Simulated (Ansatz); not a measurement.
BH2(iPr) (C₃H₉B). Total charge 0; triplet. Geometry r2SCAN-D4/def2-SVP, that of the neutral singlet; atoms count from 1.

```xyz
13

B     0.2501    0.4335    1.5634
H     1.3698    0.6533    1.9705
H    -0.6745    0.4839    2.3448
C    -0.0130    0.2575    0.0452
C    -1.3357   -0.3886   -0.3751
C     1.1621   -0.1821   -0.8319
H    -0.1297    1.3747   -0.0882
H    -2.1819   -0.0132    0.2200
H    -1.2915   -1.4813   -0.2308
H    -1.5595   -0.2117   -1.4406
H     0.9658   -0.0027   -1.9024
H     2.0925    0.3400   -0.5617
H     1.3455   -1.2633   -0.7133
```

At PBE0-D4/def2-TZVP a singlet of charge 0 lies 4.91 eV below the triplet at the same geometry.

Estimate the Mulliken populations from the PBE0/def2-TZVP orbitals of Ansatz.


```csv
atom,charge (e),spin (α − β)
B1,-0.46,1.30
H2,0.04,0.01
H3,0.04,0.01
C4,-0.04,0.44
C5,-0.33,-0.02
C6,-0.33,-0.02
H7,0.19,0.09
H8,0.16,0.00
H9,0.14,0.03
H10,0.15,0.06
H11,0.15,0.06
H12,0.16,0.00
H13,0.14,0.03
```
Mulliken values and Mayer orders depend strongly on the basis.

Where does the spin sit?

Summed by element: B 1.30, H 0.29, C 0.41, of 2 unpaired in all. Largest on single atoms: B1 1.30, C4 0.44, H7 0.09.

And the Mayer bond orders between bonded heavy atoms (over 0.3)?

B1–C4 0.77 (1.55 Å); C4–C5 1.02 (1.53 Å); C4–C6 1.02 (1.53 Å).
